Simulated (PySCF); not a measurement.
These are PBE-D3(BJ)/def2-TZVP // PBE0-D4/def2-TZVP (PySCF) values and carry that method's errors. Gas-phase values, no solvent. One relaxed conformer stands for a flexible species; it need not be the lowest. Excitations are Tamm–Dancoff values on a coarser integration grid. The basis has no diffuse functions, so Rydberg states are missing or too high.

Reference species (SMILES): `O[SiH3]` (neutral, multiplicity 1).

```yaml
S1 excitation (TDA): 6.50 eV
LUMO: -0.83 eV
```

Changed species: `[AlH2][SiH2]O` (X = AlH2; the reference has X = H).

Task: What does the change do to the S1 excitation (TDA) and LUMO?

Result: the S1 excitation (TDA) decreases by 3.03 eV, to 3.47 eV; the LUMO falls by 2.03 eV, to -2.86 eV.
